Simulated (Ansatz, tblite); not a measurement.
Spin states of K₃Na⁺, each relaxed with PBE0/def2-TZVP in Ansatz. Electronic energies in the gas phase.

The 6-31G sets use Cartesian d functions. The xTB rows come from tblite. B3LYP takes the VWN-RPA correlation. Correlated methods freeze 16 core orbitals; core or outer-core shells of Na, K are correlated, in sets that lack core-valence functions. The structure comes from a short search, and lower isomers may exist.

Doublet geometry:

```xyz
4

Na   -0.355    0.543    1.083
K     0.803   -0.851   -2.179
K     3.383   -1.281    1.553
K    -3.831    1.589   -0.457
```

Quartet geometry (C2v within 0.1 Å):

```tsv
atom	x (Å)	y (Å)	z (Å)
Na1	-0.0396	-2.3773	-0.6457
K2	0.0709	2.6210	0.7074
K3	-0.1849	0.8788	-3.7220
K4	0.1536	-1.1225	3.6603
```

⟨S²⟩: doublet 0.78 at PBE0/def2-TZVP (pure 0.75), quartet 3.75 at PBE0/def2-TZVP (pure 3.75).

Run but left out: HF/def2-TZVP, HF/def2-TZVPP, MP2/def2-TZVP, MP2/def2-TZVPP (doublet: ⟨S²⟩ 1.08, where a pure state has 0.75).

Only these spin states were relaxed. The quartet has other bonds than the doublet, so the gap mixes isomer and spin.

Estimate which spin state lies lowest at each of these levels, and by how much: GFN2-xTB; HF/6-31G; LDA (SPW92)/def2-TZVP; PBE/def2-TZVP; BLYP/def2-TZVP; B3LYP/6-31G; PBE0/def2-TZVP; BHLYP/def2-TZVP; ωB97M-V/def2-TZVP; RPA@PBE/def2-TZVP; CCSD/def2-TZVPP; CCSD(T)/def2-TZVPP.


```
                level  quartet − doublet (kcal/mol)  lowest of these                                  remarks
             GFN2-xTB                          41.5          doublet                                        –
             HF/6-31G                           4.9          doublet  spin-contaminated (⟨S²⟩ 1.00) (doublet)
LDA (SPW92)/def2-TZVP                          21.6          doublet                                        –
        PBE/def2-TZVP                          21.3          doublet                                        –
       BLYP/def2-TZVP                          21.9          doublet                                        –
          B3LYP/6-31G                          22.1          doublet                                        –
       PBE0/def2-TZVP                          19.9          doublet                                        –
      BHLYP/def2-TZVP                          20.8          doublet                                        –
    ωB97M-V/def2-TZVP                          25.5          doublet                                        –
    RPA@PBE/def2-TZVP                          17.8          doublet                                        –
      CCSD/def2-TZVPP                          16.9          doublet  spin-contaminated (⟨S²⟩ 1.08) (doublet)
   CCSD(T)/def2-TZVPP                          18.2          doublet  spin-contaminated (⟨S²⟩ 1.08) (doublet)
```

Change of the quartet − doublet gap on mixing in exact exchange, in kcal/mol: PBE to PBE0 (25 % exact exchange) -1.5; BLYP to BHLYP (50 % exact exchange) -1.0. The xTB methods have no term that favours high spin, so they put low spin too low.
